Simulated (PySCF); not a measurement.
PySCF input (CCSD(T)/cc-pVDZ):

```python
from pyscf import gto, scf, mp, cc as ccmod

mol = gto.M(
    atom='''
    Si   -0.31122260   -0.21252892    0.78933338
    F    -1.46858888   -1.00061632   -0.09876316
    Cl   -0.44040154    1.75730751   -0.29804621
    Cl    1.47419074   -1.05254565   -0.29970667
    ''',
    basis='cc-pvdz',
    charge=-1,
    spin=0,
    verbose=4,
)

mf = scf.RHF(mol)
mf.conv_tol = 1e-10
mf.max_cycle = 100
mf.kernel()
mp2 = mp.MP2(mf, frozen=16).run()
cc = ccmod.CCSD(mf, frozen=16)
cc.max_cycle = 100
cc.kernel()
et = cc.ccsd_t()
print(f'E(CCSD(T)) = {cc.e_tot + et:.9f}')
```

End of the output:

```
Extra cycle  E= -1307.56969189479  delta_E=    0  |g|= 5.78e-07  |ddm|= 2.33e-06
converged SCF energy = -1307.56969189479

******** <class 'pyscf.mp.mp2.RMP2'> ********
nocc = 13, nmo = 52
frozen orbitals 16
E(RMP2) = -1308.11088080063  E_corr = -0.54118890583342
E(SCS-RMP2) = -1308.09215559434  E_corr = -0.522463699545593
E_corr(same-spin) = -0.146495754755205
E_corr(oppo-spin) = -0.394693151078215

******** <class 'pyscf.cc.ccsd.CCSD'> ********
CC2 = 0
CCSD nocc = 13, nmo = 52
frozen orbitals 16
max_cycle = 100
direct = 0
conv_tol = 1e-07
conv_tol_normt = 1e-05
diis_space = 6
diis_start_cycle = 0
diis_start_energy_diff = 1e+09
Init t2, MP2 energy = -1308.11088079395  E_corr(MP2) -0.541188899159489
Init E_corr(CCSD) = -0.541188899159666
cycle = 1  E_corr(CCSD) = -0.56000381861039  dE = -0.0188149195  norm(t1,t2) = 0.0608225
cycle = 2  E_corr(CCSD) = -0.570766835330152  dE = -0.0107630167  norm(t1,t2) = 0.0194577
cycle = 3  E_corr(CCSD) = -0.57172593509476  dE = -0.000959099765  norm(t1,t2) = 0.010034
cycle = 4  E_corr(CCSD) = -0.573541760909294  dE = -0.00181582581  norm(t1,t2) = 0.00381659
cycle = 5  E_corr(CCSD) = -0.573502615626989  dE = 3.91452823e-05  norm(t1,t2) = 0.000878325
cycle = 6  E_corr(CCSD) = -0.573428658995265  dE = 7.39566317e-05  norm(t1,t2) = 0.000367616
cycle = 7  E_corr(CCSD) = -0.573432331740486  dE = -3.67274522e-06  norm(t1,t2) = 0.000113588
cycle = 8  E_corr(CCSD) = -0.573435487366265  dE = -3.15562578e-06  norm(t1,t2) = 3.43304e-05
cycle = 9  E_corr(CCSD) = -0.573435902026696  dE = -4.14660431e-07  norm(t1,t2) = 1.33301e-05
cycle = 10  E_corr(CCSD) = -0.573435846176328  dE = 5.5850368e-08  norm(t1,t2) = 4.44198e-06
CCSD converged
E(CCSD) = -1308.143127740969  E_corr = -0.5734358461763281
CCSD(T) correction = -0.0113583793792552
E(CCSD(T)) = -1308.154486120
```
